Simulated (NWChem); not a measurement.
System: C$_{3}$H$_{2}$BFO; SMILES C(=O)B(F)C#C

```xyz
8

C      0.9961    -2.3273     0.2169
C      0.3222    -1.3389     0.0081
B     -0.4782    -0.0813    -0.2522
F     -1.8028    -0.1283    -0.3710
C      0.2096     1.3641    -0.3988
O      1.4130     1.5363    -0.3087
H      1.5882    -3.1970     0.4005
H     -0.4629     2.2359    -0.5914
```
Atoms are numbered in this order, from 1.

Results from NWChem. Pople sets run with spherical d functions. The geometry was optimised at B3LYP/6-31G* (spherical d). Level: PBE0/6-31+G*; the question gives the wavelength of the field.

Q: Estimate the computed values for field static. Quantities: isotropic polarisability (bohr³); anisotropy (bohr³).

A: 
```json
{
  "isotropic polarisability (bohr³)": "46.2",
  "anisotropy (bohr³)": "37.5"
}
```
